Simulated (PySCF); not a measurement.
**Computed structure and properties of [Ce(CH3)2]+**

System: [Ce(CH3)2]+ (singlet in the valence; each metal's 4f electrons, 1 of them, lie in its core potential, out of spins and levels); start: displaced along the imaginary mode (C2). Method: PySCF 2.14.0, RKS PBE0, Ce lcecp-1-SVP with ECP47, C def2-SVP, H def2-SVP; non-relativistic Hamiltonian with scalar-relativistic core potentials where named; density fitting; no spin-orbit coupling.

Input of the relaxation:

```python
mol = gto.M(atom='''
Ce     0.00000     0.00000    -0.28066
C      1.79841    -0.01711     1.24925
H      2.80013     0.21735     0.77913
H      1.60196     0.74490     2.06566
H      1.88144    -1.02601     1.76092
C     -1.79841     0.01711     1.24925
H     -2.80013    -0.21735     0.77913
H     -1.60196    -0.74490     2.06566
H     -1.88144     1.02601     1.76092''',
    basis={'Ce': 'lcecp-1-SVP', 'C': 'def2-SVP', 'H': 'def2-SVP'},
    ecp={'Ce': 'lcecp-1-SVP'},
    charge=1, spin=0)
mf = dft.RKS(mol, xc='PBE0')
mf.grids.atom_grid = (50, 194)  # f atoms: unpruned, at least (60, 302)
mf = mf.density_fit()  # fitting sets: Ce AutoAux, C def2-universal-JKFIT, H def2-universal-JKFIT
mf.conv_tol = 1e-08; mf.max_cycle = 55
mf.kernel(dm0)  # dm0: converged density of the start geometry
# quasi-Newton relaxation in Cartesian coordinates to a largest gradient under 0.00045 Eh/bohr, steps kept in the point group
```

Run from Python with OMP_NUM_THREADS=2; the lines above give its settings. Where DIIS fails, smearing, a level shift and second-order steps follow.
It took 120 s on 2 threads of Arm Neoverse V1 (shared host), from the converged density of the start.

Course of the relaxation:

```tsv
step	energy above end (eV)	largest force component within the symmetry (eV/Å)
0	0.0734	0.720
1	0.0108	0.060
2	0.0106	0.046
3	0.0103	0.018
4	0.0100	0.026
5	0.0097	0.051
6	0.0093	0.089
7	0.0086	0.070
26	0.0007	0.042
27	0.0006	0.012
28	0.0005	0.011
29	0.0002	0.027
30	0.0001	0.037
31	0.0000	0.013
```
(The steps between are left out.)

Relaxed geometry (C2):

```xyz
9

Ce    0.0000    0.0000   -0.1856
C     1.8579   -0.1422    1.2627
H     2.6507    0.5887    1.0061
H     1.5719    0.0363    2.3163
H     2.3277   -1.1460    1.2223
C    -1.8579    0.1422    1.2627
H    -2.6507   -0.5887    1.0061
H    -1.5719   -0.0363    2.3163
H    -2.3277    1.1460    1.2223
```

```
     contact      Å
Ce1–C2 (CH3)  2.360
Ce1–C6 (CH3)  2.360
```

On the finer grid (75, 302):

```json
{"HOMO": "-11.22 eV", "LUMO": "-6.69 eV", "Dipole about the centre of mass": "3.80 D", "Set of Mulliken populations of Ce1 outside the core potential": "s 2.22, p 6.07, d 1.32, f 0.04", "D3(BJ) dispersion energy (not in the energies)": "-0.132 eV"}
```

```tsv
atom	Mulliken (e)	Löwdin (e)	spin (e)
Ce1	1.35	1.22	0.00
C2	-0.55	-0.35	0.00
H3	0.12	0.08	0.00
H4	0.13	0.08	0.00
H5	0.12	0.08	0.00
C6	-0.55	-0.35	0.00
H7	0.12	0.08	0.00
H8	0.13	0.08	0.00
H9	0.12	0.08	0.00
```

The 4f levels lie in the core potential and are missing. Their spin isn't counted.

On the grid (50, 194), as all that follows. Harmonic modes: a minimum within the noise of the softest modes; lowest 48 cm⁻¹ (negative: unstable), highest 3118 cm⁻¹, zero-point energy 1.785 eV.

Taking off one CH3 (charge -1, singlet; the rest: singlet) in vacuum, both parts rigid, costs 14.96 eV; the small basis without counterpoise inflates it. Most of it is the attraction of opposite charges; other ways to part are cheaper, and one spin state was tried for the rest.

Rigid scan of CH3 along the line from its metal:

```
distance to C2 (Å)  energy (eV)
              2.06        0.694
              2.16        0.271
              2.26        0.060
              2.36        0.000
              2.46        0.047
              2.56        0.169
              2.76        0.546
              3.06        1.246
              3.46        2.162
              3.96        3.100
```

One start shape was tried, so this needn't be the lowest isomer.

An lcecp potential fixes the number of 4f electrons, so in runs with it no electron can move into or out of that shell.
